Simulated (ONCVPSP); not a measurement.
## How hard is this Pt ONCV potential?

```
Element                 : platinum
Generator               : ONCVPSP 4.0.1
Type                    : optimised norm-conserving Vanderbilt (ONCV)
Functional              : LDA (Perdew-Zunger)
Relativity              : scalar-relativistic
Frozen core             : [Kr] 4d10 4f14
Valence charge          : 18
Reference configuration : 5s2 5p6 5d9 6s0.5 6p0.5
Partial waves           : 5s+6s: rc 1.30 bohr, ncon 4, nbas 7, qcut 7.4 1/bohr, 2 projectors; 5p+6p: rc 1.70 bohr, ncon 4, nbas 9, qcut 7.1 1/bohr, 2 projectors; 5d: rc 2.05 bohr, ncon 5, nbas 10, qcut 7.3 1/bohr, 1 projector
Local potential         : polynomial inside 1.05 bohr (lpopt 5, dvloc0 0 Ha)
Core correction         : Teter function, fcfact 2, rcfact 1.55
```

Task: For each optimised wave give the share of its norm inside rc, the residual kinetic energy above qcut (Ha) and the cutoffs (Ha) for errors of 10, 1, 0.1 and 0.01 mHa per electron.

Result:

```json
{"wave": "5s", "norm inside rc": "0.871", "residual KE": "1.3e-03", "10 mHa": "22.2", "1 mHa": "29.1", "0.1 mHa": "70.6", "0.01 mHa": "100.6"}
{"wave": "6s", "norm inside rc": "0.041", "residual KE": "4.4e-04", "10 mHa": "18.6", "1 mHa": "25.1", "0.1 mHa": "43.1", "0.01 mHa": "80.6"}
{"wave": "5p", "norm inside rc": "0.929", "residual KE": "4.0e-06", "10 mHa": "11.5", "1 mHa": "14.4", "0.1 mHa": "16.6", "0.01 mHa": "20.3"}
{"wave": "6p", "norm inside rc": "0.021", "residual KE": "2.5e-06", "10 mHa": "7.4", "1 mHa": "10.8", "0.1 mHa": "13.6", "0.01 mHa": "20.4"}
{"wave": "5d", "norm inside rc": "0.750", "residual KE": "1.5e-06", "10 mHa": "14.5", "1 mHa": "18.6", "0.1 mHa": "21.9", "0.01 mHa": "24.5"}
```

The occupied waves need 29 Ha and 71 Ha for 1 and 0.1 mHa. 1 of 4 tests not solved or not reliable.
